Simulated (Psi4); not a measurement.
C₃H₃, doublet, geometry from GFN2-xTB; REVPBE/STO-3G (Psi4 1.11).

Here is a job for Psi4.
```
memory 2 GB

molecule {
0 2
  C     1.30815180   -0.19129891    0.14654059
  C     0.10901014   -0.01594121    0.01221143
  C    -1.22056561    0.17849066   -0.13672909
  H     2.33913641   -0.34206600    0.26203260
  H    -1.59247811    1.02636034   -0.68281534
  H    -1.92623626   -0.51179755    0.28864513
}

set basis sto-3g
set reference uks
set scf_type pk
set puream true
set d_convergence 1e-8
set dft_radial_points 99
set dft_spherical_points 590

energy('revpbe')
print_variables()
```

Task: Write the output that Psi4 gives for this input, abridged.

Result: 
```
   => Loading Basis Set <=

    Name: STO-3G
    Role: ORBITAL
    Keyword: BASIS

         ---------------------------------------------------------
                                   SCF
               by Justin Turney, Rob Parrish, Andy Simmonett
                          and Daniel G. A. Smith
                              UKS Reference
         ---------------------------------------------------------

  ==> Geometry <==

    Molecular point group: c1
    Full point group: C1

    Geometry (in Angstrom), charge = 0, multiplicity = 2:

       Center              X                  Y                   Z               Mass
    ------------   -----------------  -----------------  -----------------  -----------------
         C            1.278160935231    -0.186913166889     0.143180982261    12.000000000000
         C            0.079019275231    -0.011555466889     0.008851822261    12.000000000000
         C           -1.250556474769     0.182876403111    -0.140088697739    12.000000000000
         H            2.309145545231    -0.337680256889     0.258672992261     1.007825032230
         H           -1.622468974769     1.030746083111    -0.686174947739     1.007825032230
         H           -1.956227124769    -0.507411806889     0.285285522261     1.007825032230

  Running in c1 symmetry.

  Rotational constants: A =      9.77869  B =      0.32431  C =      0.31390 [cm^-1]
  Rotational constants: A = 293157.76920  B =   9722.66856  C =   9410.56427 [MHz]
  Nuclear repulsion =   53.828764979817905

  Charge       = 0
  Multiplicity = 2
  Electrons    = 21
  Nalpha       = 11
  Nbeta        = 10

  ==> Algorithm <==

  SCF Algorithm Type is PK.
  DIIS enabled.
  MOM disabled.
  Fractional occupation disabled.
  Guess Type is SAD.
  Energy threshold   = 1.00e-06
  Density threshold  = 1.00e-08
  Integral threshold = 1.00e-12

  ==> Primary Basis <==

  Basis Set: STO-3G
    Blend: STO-3G
    Number of shells: 12
    Number of basis functions: 18
    Number of Cartesian functions: 18
    Spherical Harmonics?: true
    Max angular momentum: 1

  ==> DFT Potential <==

   => LibXC <=

    Version 7.1.2
    S. Lehtola, C. Steigemann, M. J. T. Oliveira, and M. A. L. Marques,  SoftwareX 7, 1–5 (2018) (10.1016/j.softx.2017.11.002)

   => Composite Functional: REVPBE <=

    revPBE GGA Exchange-Correlation Functional

    Y. Zhang and W. Yang, Phys. Rev. Lett. 80, 890, 1998

    Deriv               =              1
    GGA                 =           TRUE
    Meta                =          FALSE

    Exchange Hybrid     =          FALSE
    MP2 Hybrid          =          FALSE

   => Exchange Functionals <=

    1.0000   XC_GGA_X_PBE_R

   => Correlation Functionals <=

    1.0000     XC_GGA_C_PBE

   => LibXC Density Thresholds  <==

    XC_GGA_C_PBE:  1.00E-12
    XC_GGA_X_PBE_R:  1.00E-15

   => Molecular Quadrature <=

    Radial Scheme          =       TREUTLER
    Pruning Scheme         =           NONE
    Nuclear Scheme         =       TREUTLER

    Blocking Scheme        =         OCTREE
    BS radius alpha        =              1
    Pruning alpha          =              1
    Radial Points          =             99
    Spherical Points       =            590
    Total Points           =         329975
    Total Blocks           =           2463
    Max Points             =            256
    Max Functions          =             18
    Weights Tolerance      =       1.00E-15

  ==> Integral Setup <==

  Using in-core PK algorithm.
   Calculation information:
      Number of atoms:                   6
      Number of AO shells:              12
      Number of primitives:             36
      Number of atomic orbitals:        18
      Number of basis functions:        18

      Integral cutoff                 1.00e-12
      Number of threads:                 1

  Performing in-core PK
  Using 29412 doubles for integral storage.
  We computed 3003 shell quartets total.
  Whereas there are 3081 unique shell quartets.

[...]

   -------------------------
    Irrep   Nso     Nmo
   -------------------------
     A         18      18
   -------------------------
    Total      18      18
   -------------------------

  ==> Iterations <==

                        Total Energy        Delta E     RMS |[F,P]|

   @UKS iter SAD:  -113.44017215971994   -1.13440e+02   0.00000e+00
   @UKS iter   1:  -114.52690694259071   -1.08673e+00   3.41958e-03 ADIIS/DIIS
   @UKS iter   2:  -114.52187960744588    5.02734e-03   6.35010e-03 ADIIS/DIIS
   @UKS iter   3:  -114.52994817823577   -8.06857e-03   2.35864e-03 ADIIS/DIIS
   @UKS iter   4:  -114.53092705029069   -9.78872e-04   1.07655e-03 ADIIS/DIIS
   @UKS iter   5:  -114.53120123339926   -2.74183e-04   2.05049e-04 ADIIS/DIIS
   @UKS iter   6:  -114.53122299945576   -2.17661e-05   5.34985e-05 DIIS
   @UKS iter   7:  -114.53122554326308   -2.54381e-06   1.69535e-05 DIIS
   @UKS iter   8:  -114.53122581354420   -2.70281e-07   7.05885e-06 DIIS
   @UKS iter   9:  -114.53122583723672   -2.36925e-08   5.55534e-07 DIIS
   @UKS iter  10:  -114.53122583738966   -1.52937e-10   7.50733e-08 DIIS
   @UKS iter  11:  -114.53122583739221   -2.55795e-12   1.03710e-08 DIIS
   @UKS iter  12:  -114.53122583739224   -2.84217e-14   1.14073e-09 DIIS
  Energy and wave function converged.

  ==> Post-Iterations <==

   Electrons on quadrature grid:
      Nalpha   =   10.9999999683 ; deviation = -3.170e-08
      Nbeta    =    9.9999999696 ; deviation = -3.041e-08
      Ntotal   =   20.9999999379 ; deviation = -6.211e-08

   @Spin Contamination Metric:   1.658810264E-02
   @S^2 Expected:                7.500000000E-01
   @S^2 Observed:                7.665881026E-01
   @S   Expected:                5.000000000E-01
   @S   Observed:                5.000000000E-01

    Orbital Energies [Eh]
    ---------------------

    Alpha Occupied:

[...]
    Alpha Virtual:

[...]
      18A      1.056481

    Beta Occupied:

[...]
      10A     -0.178490

    Beta Virtual:

[...]
    Final Occupation by Irrep:
              A
    DOCC [    10 ]
    SOCC [     1 ]
    NA   [    11 ]
    NB   [    10 ]

  @UKS Final Energy:  -114.53122583739224

   => Energetics <=

    Nuclear Repulsion Energy =             53.8287649798179046
    One-Electron Energy =                -260.1262769891531548
    Two-Electron Energy =                 109.1138229184469708
    DFT Exchange-Correlation Energy =     -17.3475367465039554
    Empirical Dispersion Energy =           0.0000000000000000
    VV10 Nonlocal Energy =                  0.0000000000000000
    Total Energy =                       -114.5312258373922418

  UHF NO Occupations:
  HONO-2 :    9  A 1.9987238
  HONO-1 :   10  A 1.9941231
  HONO-0 :   11  A 1.0000000
  LUNO+0 :   12  A 0.0058769
  LUNO+1 :   13  A 0.0012762
  LUNO+2 :   14  A 0.0005148
  LUNO+3 :   15  A 0.0002741

Computation Completed

Properties will be evaluated at   0.000000,   0.000000,   0.000000 [a0]

Properties computed using the SCF density matrix

 Multipole Moments:

 ------------------------------------------------------------------------------------
     Multipole            Electronic (a.u.)      Nuclear  (a.u.)        Total (a.u.)
 ------------------------------------------------------------------------------------

 L = 1.  Multiply by 2.5417464519 to convert [e a0] to [Debye]
 Dipole X            :          1.2048328           -1.1901649            0.0146679
 Dipole Y            :         -0.1761899            0.1740450           -0.0021450
 Dipole Z            :          0.1349667           -0.1333236            0.0016431
 Magnitude           :                                                    0.0149147

 ------------------------------------------------------------------------------------

  Variable Map:
  ----------------------------------------------------------------------------
[...]
  Array Variable Map:
  ----------------------------------------------------------------------------
[...]
[...]
```
